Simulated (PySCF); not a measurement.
## How methods differ on the excitation energy of V⁺

V⁺ [Ar] 3d4 (5D) → V⁺ [Ar] 3d3 4p1 (high-spin determinant), as a difference of total energies. Calculation: PySCF 2.14, in x2c-TZVPPall with one added diffuse shell each of s, p, d, f type (7s6p5d3f1g, 80 functions); scalar relativity by spin-free X2C-1e. Correlated levels: valence: [Ar] frozen. The calculations carry no spin-orbit coupling.

| method | excitation energy (eV) |
| --- | --- |
| UHF | 3.464 |
| MP2 (valence) | 4.023 |
| SCS-MP2 (valence) | 3.650 |
| CCSD (valence) | 4.022 |
| CCSD(T) (valence) | 4.025 |

Task: How much does correlation contribute at CCSD(T) (valence)?

Result: 4.025 − (3.464) = 0.561 eV, measured against UHF.

The determinant of the upper state mixes LS terms, which raises its energy above the lowest term, most at the Hartree-Fock and MP2 levels.
